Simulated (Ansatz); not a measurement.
CHF2O3S (SMILES O=S(=O)(O)[C](F)F), doublet, at a GFN2-xTB geometry; CCSD(T)/STO-3G (Ansatz, a program for electronic structure).

Ansatz was given this input:
Ansatz 0.2 input:
```yaml
crystal:
  periodic: [false, false, false]
  atoms:
    - {symbol: O, position_ang: [-1.36207203, 0.10650514, -1.23012627]}
    - {symbol: S, position_ang: [-0.70417741, 0.04872970, 0.02855081]}
    - {symbol: O, position_ang: [-1.32389267, -0.53140068, 1.15879966]}
    - {symbol: O, position_ang: [-0.19539627, 1.51799350, 0.39641003]}
    - {symbol: C, position_ang: [0.93069508, -0.74821453, -0.20178701]}
    - {symbol: F, position_ang: [1.60326272, -0.74825123, 0.93705824]}
    - {symbol: F, position_ang: [1.61519236, -0.04420243, -1.10125452]}
    - {symbol: H, position_ang: [-0.23254009, 2.09691103, -0.36899152]}
basis:
  gaussian:
    orbitals: STO-3G
magnetization: {spin_polarized: true, initial_magnetization: 1}
correlation: {method: ccsd_t}
```

Q: What does Ansatz print? Leave out banner, timings and long lists.

A: 
```
Functional definition: HF
558 factors; integrals over basis functions are off by at most 3.0e-5 eV
mean field evaluation 1: about -23071.2000 eV, gradient 3.9e1 eV
mean field evaluation 2: about -23071.4752 eV, gradient 3.9e1 eV
mean field evaluation 4: about -23082.1469 eV, gradient 3.6e0 eV
mean field evaluation 8: about -23082.3788 eV, gradient 2.2e-1 eV
mean field evaluation 16: about -23071.1993 eV, gradient 3.9e1 eV
mean field evaluation 32: about -23079.1956 eV, gradient 2.0e0 eV
mean field -23082.37435185 eV, -848.2616116350 hartree, gradient 2.5e-6 eV, S^2 0.755503; 0 other end points of the search recorded, 0 dependent functions left out
11 core orbitals not correlated
reference -23082.37435185 eV, -848.2616116350 hartree; 22, 21 occupied and 7, 8 virtual orbitals, 558 factors
second order -6.30002170 eV of doubles, -0.00000000 eV of singles
cycle   1  -6.71322707 eV  change   -4.1e-1 eV  update   1.5e-1
cycle   2  -7.26138247 eV  change   -5.5e-1 eV  update   5.3e-2
cycle   3  -7.45459245 eV  change   -1.9e-1 eV  update   3.4e-2
cycle   4  -7.46996770 eV  change   -1.5e-2 eV  update   1.0e-2
cycle   5  -7.46993374 eV  change    3.4e-5 eV  update   5.9e-3
cycle   6  -7.47071361 eV  change   -7.8e-4 eV  update   3.1e-3
cycle   7  -7.47105767 eV  change   -3.4e-4 eV  update   1.7e-3
cycle   8  -7.47092533 eV  change    1.3e-4 eV  update   7.4e-4
cycle   9  -7.47114169 eV  change   -2.2e-4 eV  update   2.8e-4
cycle  10  -7.47110476 eV  change    3.7e-5 eV  update   1.3e-4
cycle  11  -7.47106152 eV  change    4.3e-5 eV  update   6.2e-5
cycle  12  -7.47104901 eV  change    1.3e-5 eV  update   2.7e-5
perturbative correction -0.50260716 eV, -0.0184704723 hartree
Total energy: -23090.34800801 eV, -848.5546380945 hartree
```
